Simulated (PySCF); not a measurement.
A PySCF script (with the pyscf-properties extension) for the NMR shieldings of `CC#CC1=C(CCO)[SiH2][SiH2]1`, C7H12OSi2, on a GFN2-xTB geometry:

```python
import basis_set_exchange as bse
import numpy as np
from pyscf import gto, dft
from pyscf.prop import nmr

atoms = """
C     4.162259   -0.798343    0.360749
C     2.846265   -0.218110    0.205566
C     1.745952    0.259216    0.074938
C     0.496604    0.865591   -0.069526
C    -0.690380    0.230646   -0.212420
C    -0.912550   -1.244494   -0.252756
C    -2.293873   -1.573552    0.314230
O    -3.311136   -0.838401   -0.327701
Si   -1.999040    1.601805   -0.334096
Si    0.044257    2.727838   -0.119794
H     4.552026   -0.578934    1.355721
H     4.845071   -0.380027   -0.379926
H     4.121642   -1.880717    0.230208
H    -0.864419   -1.590373   -1.294114
H    -0.140180   -1.778123    0.307930
H    -2.343428   -1.281065    1.365313
H    -2.494647   -2.652159    0.242075
H    -3.283378   -1.037615   -1.269973
H    -2.970520    1.688946    0.756335
H    -2.721590    1.648248   -1.614005
H     0.482519    3.435992    1.092448
H     0.718136    3.413017   -1.233618
"""
names = dict.fromkeys(["C", "O", "Si", "H"], "pcSseg-1")
basis = {el: gto.basis.parse(bse.get_basis(n, elements=[el], fmt="nwchem")) for el, n in names.items()}
mol = gto.M(atom=atoms, basis=basis, charge=0, verbose=0)
mf = dft.RKS(mol, xc="PBE0")
mf.grids.level = 2
mf.grids.alignment = dft.numint.BLKSIZE   # the property module wants whole blocks of grid points
mf.conv_tol = 1e-9
mf.kernel()

calc = nmr.RKS(mf)   # GIAO
C = mf.mo_coeff
Co = C[:, mf.mo_occ > 0]
resp = mf.gen_response(singlet=True, hermi=2)
def vind(x):   # induced exchange potential for any number of trial vectors
    d = np.einsum("pi,xij,qj->xpq", C, 2 * x.reshape(-1, C.shape[1], Co.shape[1]), Co, optimize=True)
    return np.einsum("xpq,pi,qj->xij", resp(d - d.transpose(0, 2, 1)), C, Co, optimize=True).ravel()
mo1, _ = nmr.rhf.solve_mo1(calc, with_cphf=vind)
sigma = calc.kernel(mo1)
for i, s in enumerate(sigma):   # ppm
    print("%2d %-2s %9.2f" % (i, mol.atom_pure_symbol(i), np.trace(s) / 3))
```

Q: What does it print?

A: 
```
 0 C     180.28
 1 C      77.80
 2 C     102.20
 3 C      34.83
 4 C       6.39
 5 C     144.51
 6 C     120.86
 7 O     282.72
 8 Si    413.24
 9 Si    398.94
10 H      29.40
11 H      29.36
12 H      29.47
13 H      29.51
14 H      28.81
15 H      28.01
16 H      27.45
17 H      31.72
18 H      26.82
19 H      27.01
20 H      26.89
21 H      27.00
```

These numbers come from an equivalent density-fitted implementation of the same equations, which agrees with the script to about 0.01 ppm for H and up to a few tenths of a ppm for heavy atoms, so last digits may differ.

Size and cost of the density-fitted run: 244 basis functions, 100 s wall time on 1 thread of an Arm Neoverse N1, shared host; peak memory 1.1 GiB.
